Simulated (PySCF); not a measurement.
CH$_{6}$AlBGe, C$_{2}$H$_{6}$BGe (calculated)

Calculation on a computer-drawn molecule: the log of a Hartree-Fock and frozen-core CCSD(T) single point meant for a local Hartree-Fock minimum, with one planted fault or none, to be diagnosed. Offsets are logged minus clean, where the clean run is the same molecule without the fault. The reference is restricted for singlets and unrestricted otherwise, and also for a bond in bohr or an excited solution. Adding or removing an electron swaps singlet and doublet. The excited solution moves the top pair (singlet) or top alpha electron (doublet) to the lowest empty orbital. Highest occupied and lowest empty are orbital energies over both spins, largest force is the largest gradient component, triples share is (T) over the correlation energy, the T1 limit is 0.02 restricted and 0.045 unrestricted, electrons count all cores, a negative frequency is imaginary (commonest isotopes), and the dipole is about the centre of nuclear charge; on germanium a core potential holds 10 electrons, which the energies leave out, and 3d is frozen in MP2 and coupled-cluster steps. Program: PySCF 2.14.0.

Common to all runs: meant charge 0; meant basis and core potential on germanium cc-pVDZ-PP ECP10MDF; logged SCF converged yes; logged CC converged yes; logged SCF stable within its kind yes; possible faults no fault, one electron removed, one electron added, multiplicity raised by two, geometry at a saddle point, SCF held on an excited solution, minimal basis STO-3G, one bond length entered in bohr, all coordinates scaled.

```json
{"entry": 1, "formula": "CH6AlBGe", "logged_structure": {"atoms_angstrom": [["B", 0.0106, -1.7168, -2.8164], ["C", -0.1235, -1.075, -1.6081], ["Ge", 0.8833, 0.5977, -1.3735], ["Al", -0.7095, 2.4568, -0.8186], ["H", 0.1739, -2.2157, -3.8693], ["H", -0.7419, -1.4012, -0.7803], ["H", 1.6519, 0.8598, -2.6841], ["H", 1.9521, 0.3878, -0.281], ["H", -0.7793, 3.785, -1.6775], ["H", -1.7055, 2.2886, 0.4013]]}, "given": {"meant_multiplicity": 1, "meant_basis": "cc-pV(D+d)Z", "logged_electrons": 62, "logged_basis_functions": 104, "logged_spin_squared": 2.0226, "logged_highest_occupied [eV]": -6.1315, "logged_lowest_empty [eV]": 0.15192, "logged_largest_force [hartree/bohr]": 0.1011, "logged_T1_diagnostic": 0.026621, "logged_D1_diagnostic": 0.10877, "logged_triples_share": 0.028992, "logged_dipole_magnitude [debye]": 1.2213, "logged_energy_HF [hartree]": -601.18635, "logged_energy_CCSD(T) [hartree]": -601.5997, "drawn_bonds_atom": [1, 2, 3, 1, 2, 3, 3, 4, 4], "drawn_bonds_other_atom": [2, 3, 4, 5, 6, 7, 8, 9, 10], "drawn_bonds_order": [2, 1, 1, 1, 1, 1, 1, 1, 1]}, "results": {"planted_fault": "multiplicity raised by two", "HF_energy_offset_from_clean_run [kcal/mol]": 52.58, "CCSD(T)_energy_offset_from_clean_run [kcal/mol]": 70.53}}
{"entry": 2, "formula": "C2H6BGe", "logged_structure": {"atoms_angstrom": [["B", -2.0911, -0.9819, -0.4892], ["C", -0.8415, -1.0262, -0.1712], ["Ge", -0.3263, 0.1895, 1.0839], ["C", 1.065, 1.2505, 0.4901], ["H", -3.1661, -0.8835, -0.7051], ["H", -0.1349, -1.6584, -0.5277], ["H", -1.4682, 1.0077, 1.4327], ["H", 1.8721, 0.6724, 0.2499], ["H", 1.339, 1.9138, 1.2171], ["H", 0.7713, 1.7685, -0.3413]]}, "given": {"meant_multiplicity": 2, "meant_basis": "cc-pVDZ", "logged_electrons": 55, "logged_basis_functions": 95, "logged_spin_squared": 0.7681, "logged_highest_occupied [eV]": -7.3985, "logged_lowest_empty [eV]": 1.8403, "logged_largest_force [hartree/bohr]": 0.063877, "logged_T1_diagnostic": 0.015584, "logged_D1_diagnostic": 0.060994, "logged_triples_share": 0.0313, "logged_dipole_magnitude [debye]": 0.83307, "logged_energy_HF [hartree]": -397.16686, "logged_energy_CCSD(T) [hartree]": -397.65861, "drawn_bonds_atom": [1, 2, 3, 1, 2, 3, 4, 4, 4], "drawn_bonds_other_atom": [2, 3, 4, 5, 6, 7, 8, 9, 10], "drawn_bonds_order": [2, 1, 1, 1, 1, 1, 1, 1, 1]}, "results": {"planted_fault": "all coordinates scaled, by -6.4 %", "HF_energy_offset_from_clean_run [kcal/mol]": 27.34, "CCSD(T)_energy_offset_from_clean_run [kcal/mol]": 34.66}}
```
